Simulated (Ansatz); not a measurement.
The first iterations of a band of Cl2Ge2H4 + H2O (11 atoms, charge 0, multiplicity 1).

Method: Ansatz, RHF/def2-SVP.

```
movable images  : 5
climbing image  : yes
spring          : 5.0 eV/Å²
optimiser       : quadratic models (default)
start path      : through a guess of the saddle point
force threshold : 0.05 eV/Å
iteration limit : 60
end points      : relaxed
```

Initial state:

```xyz
11
Properties=species:S:1:pos:R:3
Ge 0.433 -0.051 0.067
H 0.353 -0.081 1.582
Ge 2.634 0.045 -1.006
H 3.425 -1.208 -0.622
H 2.420 0.102 -2.518
H 3.367 1.299 -0.520
Cl -0.713 1.668 -0.624
Cl -0.589 -1.820 -0.688
O -2.707 -0.196 1.566
H -2.863 0.556 1.013
H -2.801 -0.944 0.994
```

Final state:

```xyz
11
Properties=species:S:1:pos:R:3
Ge -0.363 -0.084 -1.068
H -0.409 0.380 3.759
Ge 2.064 -0.109 -0.815
H 2.481 -1.509 -0.363
H 2.672 0.226 -2.177
H 2.451 0.942 0.226
Cl -1.100 1.853 -1.701
Cl -1.047 -1.492 -2.565
O -1.152 -0.486 0.436
H -2.099 -0.518 0.458
H -0.540 0.167 3.054
```

| iteration | highest image above the first end (eV) | largest band force component (eV/Å) |
| --- | --- | --- |
| 1 | 21.275 | 111.315 |
| 2 | 3.888 | 23.947 |
| 3 | 3.241 | 13.477 |
| 4 | 3.096 | 4.650 |
| 5 | 3.228 | 1.351 |
| 6 | 3.165 | 5.813 |
| 7 | 3.043 | 2.522 |
| 8 | 2.982 | 3.543 |
| 9 | 2.938 | 1.302 |
| 10 | 2.428 | 1.715 |
| 11 | 2.266 | 1.539 |
| 12 | 2.005 | 1.211 |
| 13 | 1.914 | 0.962 |
| 14 | 1.883 | 2.357 |
| 15 | 1.852 | 0.945 |

Question: Does the band converge within its limit, and where does its top end?

Answer: The forces met the threshold. It ended after 46 iterations with the highest image 2.691 eV above the first end. Neighbouring images differ by up to 2.5 eV, so the band resolves the path poorly. A vibrational analysis at the climbing image gives one clearly imaginary mode, 1889i cm⁻¹: a first-order saddle point. The orbitals stay closed-shell, which can raise the energy where a bond breaks towards radicals; this wasn't checked here.

Time of the run: 8.7 min on 4 threads of Arm Neoverse V1, on a shared host, peak memory 0.49 GiB.
